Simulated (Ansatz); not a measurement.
CH$_{4}$AlPS$_{2}$, relaxed with RKS PBE-D4/def2-SVP in Ansatz 0.2.0 from a rough embedded geometry. The force threshold is 0.03 eV/Å; the program also tests the step.

The species carries charge 0 and has multiplicity 1. The bonds changed during the relaxation, so this is another structure than the one it started from.

Start:

```xyz
9

P    -1.605   -1.248    0.886
S    -1.281   -1.282   -1.252
Al    0.516    0.073   -1.033
C     1.081    1.800   -0.263
S     2.554    0.640   -0.098
H    -2.626   -2.367    0.794
H    -0.533   -2.221    1.120
H     0.645    2.008    0.737
H     1.249    2.596   -0.890
```

| step | energy (eV) | largest force (eV/Å) | largest move (Å) |
| --- | --- | --- | --- |
| 1 | -38627.8090 | 2.821 | 0.000 |
| 2 | -38628.3290 | 0.698 | 0.194 |
| 3 | -38628.4560 | 0.391 | 0.151 |
| 4 | -38628.4936 | 0.222 | 0.073 |
| 5 | -38628.5458 | 0.204 | 0.200 |
| 6 | -38628.5715 | 0.541 | 0.197 |
| 7 | -38628.5993 | 0.356 | 0.090 |
| 8 | -38628.6389 | 0.148 | 0.196 |
| 9 | -38628.6520 | 0.223 | 0.160 |
| 10 | -38628.6547 | 0.217 | 0.112 |
| 11 (rejected) | -38628.6391 | 0.494 | 0.063 |
| 12 | -38628.6584 | 0.033 | 0.031 |
| 13 (rejected) | -38628.6577 | 0.041 | 0.039 |
| 14 | -38628.6586 | 0.008 | 0.017 |

End:

```xyz
9

P    -1.125   -1.501    0.696
S    -0.906   -1.571   -1.441
Al    0.423    0.009   -0.615
C     0.897    1.833   -0.216
S     2.440    0.635   -0.214
H    -2.545   -1.439    0.896
H    -0.926   -2.861    1.105
H     0.741    2.283    0.783
H     1.001    2.612   -0.994
```

Run time 22 s (4 threads of an Arm Neoverse V1 on a shared host); peak host memory 0.16 GiB.
